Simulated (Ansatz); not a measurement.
A structure relaxed at PBE-D4/def2-SVP in Ansatz, charge 0, singlet:

```xyz
25

Sn   -1.728    0.498    2.539
Sn    1.674   -2.395    1.456
Sn   -2.117   -2.185   -1.183
Sn   -1.537    2.354   -1.659
Sn    1.871   -0.535   -2.752
Sn    2.274    2.138    0.956
Sn   -1.119   -2.026    1.447
Sn   -0.521    2.497    0.965
Sn    2.927   -0.399   -0.104
Sn   -0.959   -0.170   -2.791
O     2.916   -0.830   -4.288
H    -1.147    0.594    4.172
H    -3.448    0.730    2.577
H     2.273   -2.298    3.084
H     2.084   -3.965    0.839
H    -3.843   -1.986   -1.171
H    -1.774   -3.745   -1.865
H    -3.259    2.583   -1.632
H    -0.856    3.609   -2.645
H     2.887    2.258    2.577
H     3.038    3.379    0.015
H    -1.854   -3.281    2.404
H    -0.883    4.069    1.622
H     4.651   -0.629   -0.137
H    -1.551   -0.266   -4.424
```

(1) Give its formula and point group.

(2) Summarise the bond lengths by kind (pairs closer than 1.2 times the sum of covalent radii, bridged metal pairs left out).

Answers

(1) Sn₁₀OH₁₄. Point group C2v (tolerance 0.1 Å).

(2) 12 × Sn–Sn 2.82 to 2.85 Å; 1 × O–Sn 1.88 Å; 14 × H–Sn 1.74 Å.

In the def2 sets Sn takes a core potential; there is no spin–orbit coupling.
